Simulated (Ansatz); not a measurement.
## Ligand exchange: C2H4ClIn + BF3 → C2H4FIn + BClF2

Species: C2H4ClIn `C=[CH][InH][Cl]`, singlet; BF3 `FB(F)F`, singlet; C2H4FIn `C=[CH][InH][F]`, singlet; BClF2 (chlorodifluoroborane) `FB(F)Cl`, singlet. The partners trade Cl for F: In–Cl and B–F bonds give way to In–F and B–Cl.

Shapes, held fixed at every level: PBE0-D4/def2-TZVP. Flexible molecules stand in one conformer, not always the lowest. Programs: Ansatz 0.2.0. Electronic energies: no zero-point or thermal term.

| level | kind | ΔE (kJ/mol) | less CCSD(T)/def2-TZVPP |
| --- | --- | --- | --- |
| HF/def2-TZVPP | Hartree–Fock | +144.5 | +21.4 |
| SPW92/def2-TZVPP | LDA | +113.2 | -9.9 |
| r2SCAN0-D4/def2-TZVPP | global hybrid | +125.0 | +1.9 |
| wB97M-V/def2-TZVPP | range-separated hybrid | +117.7 | -5.4 |
| MP2/def2-SVP | perturbation theory | +124.8 | +1.7 |
| CCSD/def2-SVP | coupled cluster or CI | +127.7 | +4.6 |
| CCSD/def2-TZVPP | coupled cluster or CI | +126.6 | +3.5 |
| CCSD(T)/def2-TZVPP | coupled cluster or CI | +123.1 | 0.0 |

The highest level, CCSD(T)/def2-TZVPP, gives ΔE = +123.1 kJ/mol; the levels span +113.2 to +144.5. The column of differences is taken from that level and isn't an error. No measured value is set beside it here. For atoms past krypton def2 sets carry core potentials with scalar relativity. Outer-core shells of In are correlated in most correlated rows, in sets that cover them unevenly.
